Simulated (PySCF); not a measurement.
## SnTe from Hartree–Fock to correlated methods

State: ¹Σ⁺ (singlet), closed shell. Set-up: Sn def2-SVP with ECP28, Te def2-SVP with ECP28; scalar-relativistic core potentials (PySCF 2.14). De refers to Sn + Te in their high-spin ground configurations, without counterpoise correction. A positive dipole means Sn(−)Te(+).

| Level | Re (Å) | ωe (cm⁻¹) | De (eV) | μ (D) |
| --- | --- | --- | --- | --- |
| RHF | 2.516 | 285 | 1.79 | -3.18 |
| RHF-MP2 | 2.556 | 264 | 3.72 | n/a |
| RHF-SCS-MP2 | 2.557 | 264 | 3.54 | n/a |
| RHF-CCSD | 2.550 | 268 | 3.34 | n/a |
| RHF-CCSD(T) | 2.572 | 253 | 3.61 | n/a |
| PBE | 2.567 | 251 | 4.32 | -2.18 |
| revPBE | 2.576 | 249 | 4.04 | -2.26 |
| r²SCAN | 2.543 | 263 | 4.05 | -2.30 |
| PBE0 | 2.533 | 269 | 3.97 | -2.45 |
| MN15 | 2.527 | 271 | 3.80 | -2.19 |
| M06-2X | 2.533 | 274 | 3.07 | -3.16 |
| CAM-B3LYP | 2.519 | 276 | 3.74 | -2.52 |

Problem. Which functional lies closest to RHF-CCSD(T) in De, which farthest, and by how much do they differ from it?

Solution. Closest is CAM-B3LYP (-5.3 pm in Re, +9.1 % in ωe, +0.13 eV in De against RHF-CCSD(T) in the same basis), farthest PBE (-0.5 pm in Re, -0.8 % in ωe, +0.71 eV in De). CCSD(T) converges more slowly with the basis than the functionals do and binds too weakly in this one, so the order can change at the basis-set limit.

Problem. What does a quarter of exact exchange do here, going from PBE to PBE0?

Solution. PBE0 less PBE: -3.4 pm in Re, +7.2 % in ωe, -0.35 eV in De. Exact exchange removes part of the self-interaction that spreads semilocal densities, and in most molecules shortens and stiffens the bond and lowers De; so it does here.

Problem. What does the step from GGA to meta-GGA do here, going from PBE to r²SCAN?

Solution. r²SCAN less PBE: -2.4 pm in Re, +4.8 % in ωe, -0.27 eV in De. 

Correlated steps freeze 8 core orbitals. Correlated levels converge slowly with the basis: in double zeta they bind strong bonds too weakly, by up to about 1 eV, and carry superposition errors of some tenths. Spin–orbit coupling is left out, which matters for elements this heavy, above all for dissociation energies. Where the molecule has an RHF reference, its open-shell atoms are computed with UHF. The CCSD T1 diagnostic is raised, a sign that a single reference may not be enough here.

The whole job (state search and all levels along the bond) took about 2.6 min on 1 thread of Arm Neoverse V2 (shared host), peak memory 0.62 GiB.
